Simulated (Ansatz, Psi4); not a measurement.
Internal rotation in SMILES [SiH3]N([SiH3])[SiH3] (H9NSi3). Scanned: dihedral H5–Si1–N2–Si3; all other coordinates were relaxed at B3LYP-D3(BJ)/def2-SVP. Heavy atoms are numbered in the order of the SMILES [SiH3]N([SiH3])[SiH3], hydrogens after them in the order of the atoms that carry them; the mirror image has the same energies with the sign of each dihedral reversed.

Computed with: PBE/def2-TZVP // B3LYP-D3(BJ)/def2-SVP (Psi4); CCSD(T)/cc-pVTZ = Ansatz (an electronic-structure program) with CCSD(T) on RHF/cc-pVTZ, frozen core // B3LYP-D3(BJ)/def2-SVP.

Energies relative to the lowest point of each profile, in kcal/mol:

```csv
φ / °,PBE/def2-TZVP
0,0.01
15,0.10
30,0.72
45,0.12
60,0.00
75,0.10
90,0.73
105,0.08
```

Task: Estimate the CCSD(T)/cc-pVTZ values at these points.

Result: 0: 0.00; 15: 0.10; 30: 0.99; 45: 0.14; 60: 0.00; 75: 0.11; 90: 0.99; 105: 0.10 (kcal/mol).
